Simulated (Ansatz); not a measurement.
Geometry optimisation, RHF/def2-SVP in Ansatz.

The input (input.yaml):

```yaml
crystal:
  periodic: [false, false, false]
  atoms:
    - { symbol: B, position_ang: [0.047199, -0.712012, 0.007594] }
    - { symbol: F, position_ang: [0.547586, -0.546422, 1.222242] }
    - { symbol: O, position_ang: [0.755933, -0.409631, -1.07517] }
    - { symbol: H, position_ang: [1.55933, 0.05719, -0.898204] }
    - { symbol: Cl, position_ang: [-1.507594, -1.537604, -0.146029] }
    - { symbol: O, position_ang: [-0.697592, 1.702108, 0.66435] }
    - { symbol: Al, position_ang: [-1.740607, 3.017257, 0.396693] }
    - { symbol: H, position_ang: [-2.439453, 3.0912, -1.007302] }
    - { symbol: H, position_ang: [-1.945305, 4.084735, 1.54447] }
    - { symbol: H, position_ang: [-0.256498, 1.407079, 1.472154] }
basis:
  gaussian: { orbitals: def2-SVP }
hamiltonian:
  xc: hf
relax:
  f_tol: 0.03
  max_steps: 50
```

Run as:

```bash
$ ansatz run input.yaml --threads 2 --pin off --max-ram 3072MiB --backend cpu --events-out ev --progress --plain --runs-dir out
```

Where does it end, and by what steps?

The run converged. After 43 steps the energy has fallen by 1.691 eV; Cl5 moved furthest, 2.27 Å. Parted: B1–Cl5. Joined: B1–O6, Cl5–Al7.

| step | energy less start (eV) | largest force component (eV/Å) | accepted |
| --- | --- | --- | --- |
| 0 | 0.0000 | 1.100 | yes |
| 2 | -0.0390 | 0.366 | yes |
| 4 | -0.0545 | 0.152 | yes |
| 6 | -0.0674 | 0.241 | yes |
| 8 | -0.0776 | 0.331 | yes |
| 10 | -0.0895 | 0.335 | yes |
| 12 | -0.0957 | 0.474 | no |
| 14 | -0.1214 | 0.165 | yes |
| 16 | -0.1473 | 0.243 | yes |
| 18 | -0.1577 | 0.253 | yes |
| 20 | -0.1952 | 0.765 | yes |
| 22 | -0.6295 | 1.241 | yes |
| 24 | -0.7893 | 0.683 | yes |
| 26 | -0.9644 | 0.960 | yes |
| 28 | -1.1955 | 3.223 | yes |
| 30 | -1.6138 | 0.674 | yes |
| 32 | -1.6588 | 0.198 | yes |
| 34 | -1.6757 | 0.475 | yes |
| 36 | -1.6880 | 0.142 | yes |
| 38 | -1.6898 | 0.062 | yes |
| 40 | -1.6906 | 0.042 | yes |
| 42 | -1.6910 | 0.033 | yes |
| 43 | -1.6911 | 0.016 | yes |

```xyz
10
Properties=species:S:1:pos:R:3
B 0.594 0.338 0.376
F 1.318 -0.314 1.259
O 0.646 0.130 -0.926
H 1.196 -0.579 -1.223
Cl -3.020 0.158 -0.170
O -0.256 1.318 0.858
Al -2.000 2.041 0.073
H -1.553 2.766 -1.249
H -2.389 2.842 1.383
H -0.213 1.455 1.798
```

Whether the end is a true minimum wasn't checked by a vibrational analysis.

Run time: 72 s on 2 threads of Intel(R) Xeon(R) Platinum 8488C (Sapphire Rapids), on a shared host, peak memory 0.25 GiB.
